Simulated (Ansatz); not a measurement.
# Loss of HF: C4H4F4 → C4H3F3 + HF

Species: C4H4F4 `FC/C=C(/F)C(F)F`, singlet; C4H3F3 `FCC#CC(F)F`, singlet; HF (hydrogen fluoride), singlet. This is a balance of energies; it says nothing on the path, which may need atoms to shift.

Shapes, held fixed at every level: PBE0-D4/def2-TZVP. Flexible molecules stand in one conformer, not always the lowest. Programs: Ansatz 0.2.0. The zero-point and thermal change to 298 K, harmonic and unscaled (PBE0-D4/def2-TZVP), is -10.3 kJ/mol.

```csv
level,kind,ΔH(298 K) (kJ/mol),less CCSD(T)/CBS estimate
HF/def2-SVP,Hartree–Fock,+117.6,+19.2
HF/def2-TZVPP,Hartree–Fock,+97.2,-1.2
SPW92/def2-TZVPP,LDA,+163.3,+64.9
PBE0-D4/def2-TZVPP,global hybrid,+127.7,+29.3
r2SCAN0-D4/def2-TZVPP,global hybrid,+130.1,+31.7
wB97X-V/def2-TZVPP,range-separated hybrid,+129.4,+31.0
CCSD(T)/def2-TZVPP,coupled cluster or CI,+100.7,+2.3
CCSD(T)/CBS estimate,coupled cluster or CI,+98.4,0.0
```

The highest level, CCSD(T)/CBS estimate, gives ΔH(298 K) = +98.4 kJ/mol; the levels span +97.2 to +163.3. The column of differences is taken from that level and isn't an error. No measured value is set beside it here. The CBS estimate extrapolates MP2 from def2-TZVPP and def2-QZVPP and adds CCSD(T) − MP2 in the triple-zeta set, cores frozen.
